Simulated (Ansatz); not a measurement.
C2H8N (SMILES CC[NH3+]), charge +1, singlet (typed; the unrestricted solution is spin-contaminated), at a GFN2-xTB geometry, with bond 5-1 at 3.0 times its length; Ansatz (an electronic-structure program) with PBE0/STO-3G.

Ansatz was given this input:
Ansatz 0.2 input:
```yaml
crystal:
  periodic: [false, false, false]
  atoms:
    - {symbol: C, position_ang: [1.24236279, -0.39750113, -0.00322907]}
    - {symbol: C, position_ang: [0.10487807, 0.60216964, 0.01031472]}
    - {symbol: N, position_ang: [-1.20786753, -0.12281767, -0.00534211]}
    - {symbol: H, position_ang: [2.18965049, 0.13332978, 0.00819683]}
    - {symbol: H, position_ang: [1.16150430, -2.32970453, 2.62285381]}
    - {symbol: H, position_ang: [1.22024591, -1.01206128, -0.89968502]}
    - {symbol: H, position_ang: [0.14835877, 1.25030737, -0.86574484]}
    - {symbol: H, position_ang: [0.14351839, 1.22077270, 0.90769459]}
    - {symbol: H, position_ang: [-1.27417674, -0.73835213, 0.81691315]}
    - {symbol: H, position_ang: [-1.26963260, -0.71062506, -0.84798726]}
    - {symbol: H, position_ang: [-2.00174661, 0.52991014, 0.00336156]}
basis:
  gaussian:
    orbitals: STO-3G
hamiltonian:
  xc: pbe0
total_charge: 1
scf: {lower_state_search: standard}
magnetization: {spin_polarized: true}
```

What the program printed (banner, timings and long lists left out):

```
Functional definition: PBE0
316 factors; integrals over basis functions are off by at most 3.3e-5 eV
mean field evaluation 1: about -3620.3256 eV, gradient 2.2e1 eV
mean field evaluation 2: about -3609.3216 eV, gradient 3.8e1 eV
mean field evaluation 4: about -3629.3961 eV, gradient 1.1e1 eV
mean field evaluation 8: about -3629.5674 eV, gradient 1.1e1 eV
mean field evaluation 16: about -3631.5087 eV, gradient 3.3e0 eV
mean field evaluation 32: about -3633.8918 eV, gradient 1.8e-1 eV
mean field -3633.89213839 eV, -133.5430729454 hartree, gradient 6.4e-6 eV, S^2 0.996767; 3 other end points of the search recorded, 0 dependent functions left out
reference -3633.89215889 eV, -133.5430736988 hartree; 13, 13 occupied and 10, 10 virtual orbitals, 316 factors
Total energy: -3633.89215889 eV, -133.5430736988 hartree
```
